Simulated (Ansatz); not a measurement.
One change: `ClC(Br)Br` becomes `Cl[CH]([GeH3])Br`.

Ansatz, PBE0-D4/def2-TZVP geometries, multiplicity 1. 

Scalar relativity is left out up to krypton.

| property | `ClC(Br)Br` |
| --- | --- |
| size of the dipole moment (PBE/def2-TZVPP) / D | 0.91 |
| size of the dipole moment (B3LYP/def2-TZVPP) / D | 0.95 |
| LUMO energy (ωB97M-V/def2-TZVPP) / eV | 0.57 |
| HOMO energy (B3LYP/def2-TZVPP) / eV | -7.98 |
| HOMO–LUMO gap (B3LYP/def2-TZVPP) / eV | 6.15 |
| LUMO energy (PBE0/def2-TZVPP) / eV | -1.57 |

**Question.** What does the change do to each property? (An estimate is asked.)

**Answer.** Ansatz gave: 
```tsv
property	`Cl[CH]([GeH3])Br`	shift
size of the dipole moment (PBE/def2-TZVPP) / D	1.52	0.61
size of the dipole moment (B3LYP/def2-TZVPP) / D	1.63	0.68
LUMO energy (ωB97M-V/def2-TZVPP) / eV	1.18	0.61
HOMO energy (B3LYP/def2-TZVPP) / eV	-7.67	0.31
HOMO–LUMO gap (B3LYP/def2-TZVPP) / eV	6.55	0.40
LUMO energy (PBE0/def2-TZVPP) / eV	-0.87	0.70
```

With PBE0 the HOMO rises by 0.36 eV and the LUMO rises by 0.70 eV, so the gap widens by about 0.34 eV. PBE moves the HOMO by 0.30 eV and ωB97M-V by 0.37 eV. The zero-point energy changes by 60.4 kJ/mol with +9 modes. Dipoles are sizes alone; their direction can turn.

B3LYP here is the variant with VWN-RPA as its local correlation; programs differ in this.

Spin–orbit coupling is left out; it splits and shifts lone-pair levels of the heavy atoms by tenths of an eV.
